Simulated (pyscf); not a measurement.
## H₂Al–SeH, singlet

Gas-phase minimum from PySCF at ωB97X-D3(BJ)/def2-SVP, one conformer. 

SMILES: [SeH][AlH2]
```xyz
5

Al     0.7488    -0.0756     0.0872
Se    -0.6847     0.7834    -1.4930
H      1.5985     0.9698     0.9129
H      0.8272    -1.6423     0.2832
H     -1.1599    -0.5436    -1.8996
```

Bonds (Å): Al1–Se2 2.300, Al1–H3 1.580, Al1–H4 1.581, Se2–H5 1.467. Bond angles (°): Se2–Al1–H3 116.6, Se2–Al1–H4 119.1, H3–Al1–H4 124.3, Al1–Se2–H5 93.1.

Properties at ωB97X-D3(BJ)/def2-SVP:

- Harmonic wavenumbers, unscaled: 352, 408, 419, 593, 647, 781, 1974, 1987, 2498 cm⁻¹
- Zero-point energy: 13.8 kcal/mol
- Rotational symmetry number: 1
- Entropy of this conformer at 298 K and 1 atm, rigid rotor and harmonic oscillator, modes under 100 cm⁻¹ raised to 100: 280.1 J/(mol K)
- Dipole moment: 0.94 D

Single-point totals, which compare only within one level (frozen core for MP2 and CC):

| level | total energy (hartree) |
|---|---|
| ωB97X-D3(BJ)/def2-TZVP | -2645.77857 |
| PBE/def2-TZVP | -2645.31048 |
| r²SCAN/def2-TZVP | -2645.77645 |
| B3LYP-D3(BJ)/def2-TZVP | -2645.88737 |
| PBE0-D3(BJ)/def2-TZVP | -2645.41760 |
| M06-2X/def2-TZVP | -2645.81324 |
| ωB97M-D3(BJ)/def2-TZVP | -2645.86687 |
| HF/def2-TZVPP | -2643.54868 |
| MP2/def2-TZVPP | -2643.90720 |
| CCSD/def2-TZVPP | -2643.93193 |
| CCSD(T)/def2-TZVPP | -2643.94477 |

The CCSD(T) − MP2 part came from Ansatz, without density fitting, on the same reference. The frozen core leaves the outer d or s,p core shells of the metals and heavy elements correlated in the MP2 and CC values, and def2-TZVPP describes them poorly, so these totals are far from the basis limit. Elements up to Kr have no core potential and no relativistic terms here.
